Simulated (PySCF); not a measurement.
# Electron affinity of Te by level of theory

Te⁻ [Kr] 4d10 5s2 5p5 (2P) → Te [Kr] 4d10 5s2 5p4 (3P), as a difference of total energies. All numbers are calculated (PySCF 2.14, the spin-free X2C one-electron Hamiltonian (Gaussian nucleus), in aug-cc-pVQZ-DK3 (9s8p6d3f2g, 102 functions)). Correlated levels: valence: [Kr] 4d10 frozen. The calculations carry no spin-orbit coupling.

```csv
method,electron affinity (eV)
UHF,1.056
MP2 (valence),1.935
SCS-MP2 (valence),1.949
CCSD (valence),1.938
CCSD(T) (valence),2.009
```

Question: How much does correlation contribute at CCSD(T) (valence)?

Answer: 2.009 − (1.056) = 0.953 eV, measured against UHF.

A first-order spin-orbit estimate (lowest level to lowest level, LS coupling) adds -0.031 eV.

Errors of the correlated levels include the incompleteness of this basis and the frozen core.

For comparison: 1.971 eV (measured; photodetachment measurements, as compiled on the Wikipedia data page of electron affinities).
